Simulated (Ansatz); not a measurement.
`CC[BH][SnH3]` + H₂O → `CCBO` + `[SnH4]`  (formal hydrolysis of a B–Sn bond)

Calculated with Ansatz (gas phase, PBE0-D4/def2-TZVP geometries, no zero-point term in ΔE). CCSD(T)/CBS is the MP2 limit (def2-TZVPP, def2-QZVPP) plus CCSD(T) − MP2 in def2-TZVPP, frozen cores. This one scheme is used for every species. Functionals use def2-TZVPP. B3LYP here is the variant with VWN-RPA as its local correlation; programs differ in this. Elements past krypton have def2 core potentials. For Sn outer-core shells are correlated without core-valence functions, which leaves a few kJ/mol of doubt a bond. Each species was taken in one conformer, which may not be the lowest.

```json
{"level": "PBE-D4", "ΔE (kJ/mol)": "-146.2", "difference from CCSD(T)/CBS": "-5.6"}
{"level": "r2SCAN-D4", "ΔE (kJ/mol)": "-154.2", "difference from CCSD(T)/CBS": "-13.6"}
{"level": "PBE0-D4", "ΔE (kJ/mol)": "-147.2", "difference from CCSD(T)/CBS": "-6.6"}
{"level": "B3LYP-D4", "ΔE (kJ/mol)": "-154.5", "difference from CCSD(T)/CBS": "-13.9"}
{"level": "ωB97X-V", "ΔE (kJ/mol)": "-155.0", "difference from CCSD(T)/CBS": "-14.4"}
{"level": "ωB97M-V", "ΔE (kJ/mol)": "-156.3", "difference from CCSD(T)/CBS": "-15.7"}
{"level": "B2PLYP", "ΔE (kJ/mol)": "-157.7", "difference from CCSD(T)/CBS": "-17.1"}
{"level": "PBE", "ΔE (kJ/mol)": "-149.8", "difference from CCSD(T)/CBS": "-9.2"}
{"level": "r2SCAN", "ΔE (kJ/mol)": "-155.3", "difference from CCSD(T)/CBS": "-14.7"}
{"level": "PBE0", "ΔE (kJ/mol)": "-150.6", "difference from CCSD(T)/CBS": "-10.0"}
{"level": "B3LYP", "ΔE (kJ/mol)": "-160.3", "difference from CCSD(T)/CBS": "-19.7"}
{"level": "HF/def2-TZVPP", "ΔE (kJ/mol)": "-167.7", "difference from CCSD(T)/CBS": "-27.1"}
{"level": "MP2/def2-TZVPP", "ΔE (kJ/mol)": "-148.1", "difference from CCSD(T)/CBS": "-7.5"}
{"level": "SCS-MP2/def2-TZVPP", "ΔE (kJ/mol)": "-152.4", "difference from CCSD(T)/CBS": "-11.8"}
{"level": "CCSD/def2-TZVPP", "ΔE (kJ/mol)": "-151.5", "difference from CCSD(T)/CBS": "-10.9"}
{"level": "CCSD(T)/def2-TZVPP", "ΔE (kJ/mol)": "-150.5", "difference from CCSD(T)/CBS": "-9.9"}
{"level": "HF/def2-QZVPP", "ΔE (kJ/mol)": "-167.3", "difference from CCSD(T)/CBS": "-26.7"}
{"level": "MP2/def2-QZVPP", "ΔE (kJ/mol)": "-142.3", "difference from CCSD(T)/CBS": "-1.7"}
{"level": "SCS-MP2/def2-QZVPP", "ΔE (kJ/mol)": "-147.1", "difference from CCSD(T)/CBS": "-6.5"}
{"level": "HF/CBS(def2)", "ΔE (kJ/mol)": "-167.2", "difference from CCSD(T)/CBS": "-26.6"}
{"level": "MP2/CBS(def2)", "ΔE (kJ/mol)": "-138.2", "difference from CCSD(T)/CBS": "2.4"}
{"level": "CCSD/CBS(def2)", "ΔE (kJ/mol)": "-141.6", "difference from CCSD(T)/CBS": "-1.0"}
{"level": "CCSD(T)/CBS", "ΔE (kJ/mol)": "-140.6", "difference from CCSD(T)/CBS": "0"}
```

Largest T1 diagnostic among the species: 0.013.

The D4 term adds +5.8 kJ/mol with B3LYP and +3.4 kJ/mol with PBE0; it sums over pairs of atoms, weighted by their polarisabilities, and B3LYP, whose exchange is more repulsive, gets the larger term. In def2-TZVPP, CCSD(T) changes the Hartree–Fock value by +17.2 kJ/mol (the triples alone add +1.0 kJ/mol) and MP2 by +19.6 kJ/mol.
